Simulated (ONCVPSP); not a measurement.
## La, ONCV: configuration errors across variants

```json
{"Element": "lanthanum (La)", "Generator": "ONCVPSP 4.0.1", "Type": "optimised norm-conserving Vanderbilt (ONCV)", "Functional": "PBEsol", "Relativity": "scalar-relativistic", "Frozen core": "[Kr]", "Valence charge": "21", "Reference configuration": "4d10 5s2 5p6 5d1 6s1 (charge +1)", "Partial waves": "5s+6s: rc 2.45 bohr, ncon 4, nbas 8, qcut 3.7 1/bohr, 2 projectors; 5p: rc 1.85 bohr, ncon 4, nbas 9, qcut 4.8 1/bohr, 3 projectors, debl 3 Ha; 4d+5d: rc 1.15 bohr, ncon 4, nbas 8, qcut 13.8 1/bohr, 2 projectors; f scattering state at 0.06 Ha: rc 2.55 bohr, ncon 5, nbas 8, qcut 4.9 1/bohr, 1 projector", "Local potential": "polynomial inside 1.10 bohr (lpopt 4, dvloc0 2 Ha)", "Core correction": "Teter function, parameters optimised by the program"}
```

In the f channel the program set the typed energies aside and used -0.376 Ha.

All-electron excitation energies from the reference (eV): (1) 4d10 5s2 5p6 5d1 6s2 -6.000; (2) 4d10 5s2 5p6 5d1 6s0 10.848; (3) 4d10 5s2 5p6 5d0 6s0 29.756; (4) 4d10 5s2 5p6 5d1.5 6s1.5 -5.645.

1 further variants failed, have other tests or too few solved ones, and are left out.

A true bound ghost makes a file unfit for plane-wave use even where its test errors are small: the radial tests pick states by their node count and pass the ghost by.

Errors AE − PS in meV (a dash: test not solved or not reliable):

```json
{"change": "base", "(1)": "+0.1", "(2)": "-3.2", "(3)": "-5.6", "(4)": "-1.1", "bound ghosts": "s", "GHOST(+) flags above zero": "p"}
{"change": "d: qcut 10.3", "(1)": "+0.1", "(2)": "-3.2", "(3)": "-5.3", "(4)": "-1.0", "bound ghosts": "s", "GHOST(+) flags above zero": "p"}
{"change": "d: qcut 11.3", "(1)": "+0.1", "(2)": "-3.2", "(3)": "-5.4", "(4)": "-1.0", "bound ghosts": "s", "GHOST(+) flags above zero": "p"}
{"change": "d: qcut 13.1", "(1)": "+0.1", "(2)": "-3.2", "(3)": "-5.5", "(4)": "-1.1", "bound ghosts": "s", "GHOST(+) flags above zero": "p"}
{"change": "d: qcut 14.3", "(1)": "+0.1", "(2)": "-3.2", "(3)": "-5.6", "(4)": "-1.1", "bound ghosts": "s", "GHOST(+) flags above zero": "p"}
{"change": "d: qcut 16", "(1)": "+0.1", "(2)": "-3.2", "(3)": "-5.6", "(4)": "-1.1", "bound ghosts": "s", "GHOST(+) flags above zero": "p"}
{"change": "d: qcut 18", "(1)": "+0.1", "(2)": "-3.2", "(3)": "-5.6", "(4)": "-1.1", "bound ghosts": "s", "GHOST(+) flags above zero": "p"}
{"change": "d: qcut 18.8", "(1)": "+0.1", "(2)": "-3.2", "(3)": "-5.5", "(4)": "-1.0", "bound ghosts": "s", "GHOST(+) flags above zero": "p"}
```

Question: Give the same row for: d: qcut 8.2.

Answer: +0.1, -3.2, -4.9, -1.0; bound ghosts: s; GHOST(+) flags above zero: p.
